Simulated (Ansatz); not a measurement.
Reaction (formal exchange of groups at a B–N bond): `BNC(C)F` + `C1[SiH2]S1` → `BC1[SiH2]S1` + `CC(N)F`

Computed with Ansatz on PBE0-D4/def2-TZVP structures; ΔE is electronic, products minus reactants. CCSD(T)/CBS is the MP2 limit (def2-TZVPP, def2-QZVPP) plus CCSD(T) − MP2 in def2-TZVPP, frozen cores. DFT in def2-TZVPP. B3LYP here is the variant with VWN-RPA as its local correlation; programs differ in this. HSE06 is defined as in plane-wave codes. Each species was taken in one conformer, which may not be the lowest.

`BNC(C)F`:

```xyz
12

B    -1.516    1.270    0.539
N    -0.311    0.834    0.003
C     0.408   -0.330    0.396
C     0.912   -1.141   -0.769
F     1.512    0.047    1.159
H    -2.035    0.611    1.393
H    -2.003    2.278    0.121
H     0.152    1.372   -0.716
H    -0.239   -0.917    1.053
H     1.493   -1.992   -0.412
H     0.073   -1.507   -1.363
H     1.554   -0.527   -1.405
```

`C1[SiH2]S1`:

Cartesian coordinates in Å:
```
C 0.460 0.599 -0.560
Si -0.556 -0.507 0.502
S 1.511 -0.681 0.290
H 0.675 1.612 -0.236
H 0.436 0.484 -1.639
H -1.426 -1.520 -0.132
H -1.101 0.013 1.775
```

`BC1[SiH2]S1`:

Cartesian coordinates in Å:
```
B -0.148 1.398 0.260
C -0.750 0.142 -0.316
Si 0.560 -1.192 -0.029
S -0.134 -0.627 -1.892
H 0.867 1.849 -0.185
H -0.654 1.887 1.230
H -1.744 -0.202 -0.041
H 1.927 -0.812 0.379
H 0.077 -2.441 0.594
```

`CC(N)F`:

Z-matrix (Å, degrees):
```
C
C 1 1.506
H 1 1.093 2 110.0
H 1 1.090 2 110.1 3 -119.9
H 1 1.090 2 110.3 3 119.5
N 2 1.409 1 112.2 3 57.8
F 2 1.415 1 107.3 3 -65.5
H 2 1.094 1 111.6 3 -179.6
H 6 1.011 2 112.2 1 -179.3
H 6 1.012 2 111.8 1 -56.1
```

```csv
level,ΔE (kJ/mol)
LDA (SPW92),97.3
BLYP-D4,99.2
B3LYP-D4,100.9
HSE06-D4,95.3
LC-ωPBE,100.1
CCSD(T)/def2-SVP,111.0
MP2/def2-TZVPP,96.8
HF/def2-QZVPP,109.4
```

(1) What does CCSD(T)/CBS give? (Estimate.)

Largest T1 diagnostic among the species: 0.013.

Results:

(1) Ansatz gave: +97.8 kJ/mol. The listed levels differ from it by -0.5, 1.4, 3.1, -2.5, 2.3, 13.2, -1.0, 11.6 kJ/mol.

Leaving LDA and LC-ωPBE aside and taking each functional with its dispersion term where it has one, the values, not all of them listed here, spread over 13.3 kJ/mol, from revPBE-D4 to CAM-B3LYP-D4. At CCSD(T), def2-SVP lies +13.2 kJ/mol from the extrapolated value and def2-TZVPP +2.2 kJ/mol. The D4 term adds −3.0 kJ/mol with B3LYP and −1.4 kJ/mol with PBE0; it sums over pairs of atoms, weighted by their polarisabilities, and B3LYP, whose exchange is more repulsive, gets the larger term.
